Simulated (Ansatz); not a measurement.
`BC(F)(F)F`, relaxed with RKS PBE0-D4/def2-TZVP in Ansatz 0.2.0 from a PBE-D4/def2-SVP geometry. The force threshold is 0.005 eV/Å; the program also tests the step.

Charge 0, multiplicity 1.

Start:

```xyz
7

B     0.899    0.315    0.094
C    -0.585   -0.216   -0.149
F    -1.383    0.580   -0.896
F    -0.691   -1.468   -0.647
F    -1.094   -0.232    1.134
H     1.090    1.510    0.109
H     1.765   -0.489    0.355
```

Q: How much energy does the relaxation release, and in how many steps? (Best estimate.)

A: Computed: 3.39 kJ/mol, in 5 steps.

Q: Which bonds change most? (Estimate.)

A: Computed: C2–F5 from 1.380 to 1.356 Å; B1–H6 from 1.210 to 1.188 Å; B1–H7 from 1.210 to 1.188 Å; C2–F4 from 1.352 to 1.340 Å.

Q: Give the relaxed structure. (Best estimate.)

A: The calculation gave: 
```xyz
7

B     0.905    0.318    0.100
C    -0.585   -0.212   -0.120
F    -1.357    0.577   -0.880
F    -0.673   -1.447   -0.634
F    -1.141   -0.250    1.116
H     1.094    1.491    0.088
H     1.758   -0.477    0.329
```
